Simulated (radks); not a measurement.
Spherical quantum dot in the effective-mass picture: electrons in a hard-walled sphere of radius 5.92, all in effective atomic units (hartree* = m*/eps^2 hartree, bohr* = eps/m* bohr), one dielectric constant everywhere. Calculated with a radial shooting solver with Libxc functionals: non-relativistic Kohn-Sham, PBE, spin-polarised, spherical densities. Levels are named by radial order and angular momentum (1s, 1p, 1d, 2s, ...), and open shells are averaged over m.

N = 18, configuration 1s2 1p6 1d10. This is the lowest configuration that the search found. Occupied and some empty levels:

level  occupation  eigenvalue (hartree*)  <r> (bohr*)
1s              2                 3.8707        4.157
1p              6                 3.9372        4.254
1d             10                 4.0581        4.354
1f              0                 4.2271        4.445
2s              0                 4.4629        2.704
2p              0                 4.6840        3.137

Energy (hartree*): total 38.5514, kinetic 8.6589, external 0, Hartree 34.868, exchange-correlation -4.9757.

Electron density:

r (bohr*)  n(r) (e/bohr*^3)
0.469             0.0005947
0.910             0.0009739
1.35               0.001839
1.79               0.003603
2.23               0.006892
2.68                0.01237
3.12                0.02040
3.56                0.03010
4.00                0.03845
4.44                0.04006
4.88                0.03038
5.33                0.01278
5.77              0.0008979
